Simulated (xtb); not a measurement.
AgI, SMILES [Ag][I], multiplicity 1. All values are semi-empirical tight-binding results from xtb (GFN2-xTB unless named), good for trends rather than for accurate numbers. The structure is a stationary point at GFN2-xTB. The multiplicity is an assumed one; other spin states were not compared.

For metal compounds this method's bond lengths and energies can be far off.

The point group as xtb finds it is C∞v and the orbital gap comes out as 4.31 eV.
